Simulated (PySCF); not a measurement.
B(Cl)(Et)(NH2) (C2H7BClN), SMILES CCB(N)Cl. Heavy atoms are numbered as in [B:1]([Cl:2])([CH2:3][CH3:4])[NH2:10]. Hydrogens are named by the atom that carries them.

The structure is a stationary point at PBE-D3(BJ)/def2-SVP. This is a generated structure with no PubChem entry under its InChIKey; it may be hypothetical. Other conformers were not sampled.

Method: PBE/def2-TZVP (PySCF).

Atomic charges (e), one atom of each kind:

```tsv
atom	Mulliken	Löwdin	IAO
B1	0.17	-1.06	0.21
Cl2	-0.20	0.50	-0.14
C3 (CH2)	-0.26	-0.26	-0.41
C4 (CH3)	-0.39	-0.32	-0.42
H on C3	0.12	0.17	0.16
H on C4	0.12	0.12	0.13
N10 (NH2)	-0.41	0.06	-0.53
H on N10	0.24	0.19	0.28
```

Computed Mayer and Wiberg (Löwdin basis) orders of the bonds:
| bond | Mayer | Wiberg |
|---|---|---|
| B1–Cl2 | 1.24 | 2.01 |
| B1–C3 | 1.04 | 1.25 |
| C3–C4 | 0.98 | 1.27 |
| B1–N10 | 1.42 | 1.88 |
